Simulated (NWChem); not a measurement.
Species: BO cation

```xyz
2

B      0.0000     0.0000    -0.7253
O      0.0000     0.0000     0.4611
```
Atoms are numbered in this order, from 1.

Results from NWChem. The geometry was optimised at PBE0/def2-SVP. Hartree-Fock couplings suffer from near triplet instabilities. Isotropic indirect couplings, all four terms, static geometry, non-relativistic.

For level PBE0/pcJ-1:

```
Quantity                        Result
------------------------------  ------
J(11B atom 1, 17O atom 2) (Hz)    26.3
```

Estimate the same quantities for level Hartree-Fock/pcJ-1.

The J(11B atom 1, 17O atom 2) (Hz) comes out as -234.5.
